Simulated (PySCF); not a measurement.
A PySCF script (with the pyscf-properties extension) for the NMR shieldings of SMILES CC[Si@@H](CF)[SiH2][SiH3], C3H13FSi3, on a GFN2-xTB geometry:

```python
import basis_set_exchange as bse
import numpy as np
from pyscf import gto, dft
from pyscf.prop import nmr

atoms = """
C    -1.196378   -1.785646   -0.015487
C    -1.734547   -0.679038   -0.916683
Si   -0.656833    0.901983   -0.884646
C    -1.021104    1.753152    0.809319
F    -0.022906    2.674428    1.085357
Si    1.625835    0.454560   -0.943528
Si    2.530299   -0.327303    1.047856
H    -1.142329   -1.455393    1.019801
H    -0.197519   -2.085063   -0.328346
H    -1.840016   -2.663365   -0.053602
H    -2.760044   -0.449190   -0.621754
H    -1.786202   -1.054978   -1.938931
H    -1.229630    1.814784   -1.894406
H    -1.961741    2.307895    0.831102
H    -1.019596    1.052019    1.647765
H     1.864410   -0.518488   -2.028588
H     2.338817    1.654591   -1.406187
H     1.753420    0.110243    2.210131
H     2.538474   -1.794436    1.100606
H     3.912441    0.099921    1.277186
"""
names = dict.fromkeys(["C", "Si", "F", "H"], "pcSseg-1")
basis = {el: gto.basis.parse(bse.get_basis(n, elements=[el], fmt="nwchem")) for el, n in names.items()}
mol = gto.M(atom=atoms, basis=basis, charge=0, verbose=0)
mf = dft.RKS(mol, xc="PBE0")
mf.grids.level = 2
mf.grids.alignment = dft.numint.BLKSIZE   # the property module wants whole blocks of grid points
mf.conv_tol = 1e-9
mf.kernel()

calc = nmr.RKS(mf)   # GIAO
C = mf.mo_coeff
Co = C[:, mf.mo_occ > 0]
resp = mf.gen_response(singlet=True, hermi=2)
def vind(x):   # induced exchange potential for any number of trial vectors
    d = np.einsum("pi,xij,qj->xpq", C, 2 * x.reshape(-1, C.shape[1], Co.shape[1]), Co, optimize=True)
    return np.einsum("xpq,pi,qj->xij", resp(d - d.transpose(0, 2, 1)), C, Co, optimize=True).ravel()
mo1, _ = nmr.rhf.solve_mo1(calc, with_cphf=vind)
sigma = calc.kernel(mo1)
for i, s in enumerate(sigma):   # ppm
    w = np.linalg.eigvalsh((s + s.T) / 2)
    print("%2d %-2s iso %8.1f  s11 %8.1f  s22 %8.1f  s33 %8.1f" % (i, mol.atom_pure_symbol(i), w.mean(), *w))
```

Task: Give the expected output.

Result: 
```
 0 C  iso    174.1  s11    164.5  s22    172.8  s33    185.1
 1 C  iso    180.8  s11    176.0  s22    180.2  s33    186.3
 2 Si iso    382.1  s11    344.2  s22    395.7  s33    406.2
 3 C  iso    108.9  s11     54.8  s22     84.3  s33    187.6
 4 F  iso    470.3  s11    417.7  s22    486.3  s33    507.0
 5 Si iso    484.4  s11    477.2  s22    486.1  s33    489.9
 6 Si iso    465.8  s11    454.8  s22    463.1  s33    479.4
 7 H  iso     30.9  s11     26.9  s22     30.0  s33     35.8
 8 H  iso     30.9  s11     26.0  s22     30.8  s33     35.9
 9 H  iso     30.3  s11     24.7  s22     27.7  s33     38.4
10 H  iso     31.0  s11     26.3  s22     28.8  s33     38.0
11 H  iso     31.0  s11     26.3  s22     28.6  s33     38.1
12 H  iso     27.0  s11     23.8  s22     24.5  s33     32.8
13 H  iso     26.6  s11     22.1  s22     27.1  s33     30.5
14 H  iso     26.8  s11     22.7  s22     27.5  s33     30.1
15 H  iso     28.4  s11     25.0  s22     25.9  s33     34.4
16 H  iso     28.3  s11     24.6  s22     25.5  s33     34.7
17 H  iso     28.1  s11     24.0  s22     27.6  s33     32.7
18 H  iso     28.2  s11     24.7  s22     26.4  s33     33.5
19 H  iso     28.1  s11     24.3  s22     25.2  s33     34.6
```

These numbers come from an equivalent density-fitted implementation of the same equations, which agrees with the script to about 0.01 ppm for H and up to a few tenths of a ppm for heavy atoms, so last digits may differ.

Task: Turn these shieldings into chemical shifts. Referencing at the same level of theory: TMS for $^{13}$C (σ = 186.93 ppm), $^{29}$Si (σ = 349.16 ppm), $^{1}$H (σ = 31.72 ppm); $^{19}$F (σ = 170.95 ppm) against CFCl3.

Result: Averaging equivalent atoms: C 3: 78.1; C 0: 12.8; C 1: 6.1; Si 2: -32.9; Si 6: -116.6; Si 5: -135.3; F 4: -299.4; H 13: 5.16; H 14: 4.96; H 12: 4.69; H 17/18/19: 3.60; H 16: 3.44; H 15: 3.29; H 7/8/9: 1.02; H 11: 0.72; H 10: 0.69 ppm. Unscaled 19F shifts against computed CFCl3 carry errors that often reach 10 to 50 ppm.

Size and cost of the density-fitted run: 205 basis functions, 28 s wall time on 1 thread of an Arm Neoverse V2, shared host; peak memory 0.94 GiB.
